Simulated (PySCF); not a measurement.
**Electron correlation in Mg (magnesium, neutral)**

[Ne] 3p2, high-spin 3P determinant (an excited configuration). All numbers are calculated (PySCF 2.14, the spin-free X2C one-electron Hamiltonian (Gaussian nucleus), in aug-cc-pCVTZ-DK (8s7p5d3f, 75 functions)). Frozen: [Ne]; 2 electrons correlated.

With two correlated electrons CCSD is exact within the correlated space (frozen core and kept virtual orbitals).

| level | correlation energy (mhartree) |
| --- | --- |
| CCSD | -8.57 |

Diagnostics: T1 = 0.0034, D1 = 0.0048, largest double amplitude 0.097.

Cost of the coupled-cluster step: of the order of 6 core-seconds, for 2 correlated electrons.

Iterations:

```
CC2 = 0
CCSD nocc = (np.int64(2), np.int64(0)), nmo = (70, 70)
frozen orbitals [[0, 1, 2, 3, 4], [0, 1, 2, 3, 4]]
max_cycle = 100
direct = 0
conv_tol = 1e-08
conv_tol_normt = 1e-06
diis_space = 8
diis_start_cycle = 0
Init t2, MP2 energy = -0.0050942868940971
Init E_corr(UCCSD) = -0.00509428689728952
cycle = 1  E_corr(UCCSD) = -0.0070253042895011  dE = -0.00193101739  norm(t1,t2) = 0.0354987
cycle = 2  E_corr(UCCSD) = -0.00784739222593234  dE = -0.000822087936  norm(t1,t2) = 0.0168153
cycle = 3  E_corr(UCCSD) = -0.0085758570567902  dE = -0.000728464831  norm(t1,t2) = 0.00829656
cycle = 4  E_corr(UCCSD) = -0.00857332131578762  dE = 2.535741e-06  norm(t1,t2) = 0.000662363
cycle = 5  E_corr(UCCSD) = -0.00857607120803154  dE = -2.74989224e-06  norm(t1,t2) = 0.000124814
cycle = 6  E_corr(UCCSD) = -0.00857454517689829  dE = 1.52603113e-06  norm(t1,t2) = 2.12964e-05
cycle = 7  E_corr(UCCSD) = -0.00857442965742297  dE = 1.15519475e-07  norm(t1,t2) = 6.56679e-05
cycle = 8  E_corr(UCCSD) = -0.00857494351338913  dE = -5.13855966e-07  norm(t1,t2) = 7.49219e-06
cycle = 9  E_corr(UCCSD) = -0.00857475959691693  dE = 1.83916472e-07  norm(t1,t2) = 1.99366e-06
cycle = 10  E_corr(UCCSD) = -0.00857479301127653  dE = -3.34143596e-08  norm(t1,t2) = 3.86097e-07
cycle = 11  E_corr(UCCSD) = -0.00857479257144898  dE = 4.39827549e-10  norm(t1,t2) = 1.646e-08
UCCSD converged
E(UCCSD) = -199.6966427314633  E_corr = -0.008574792571448976
```
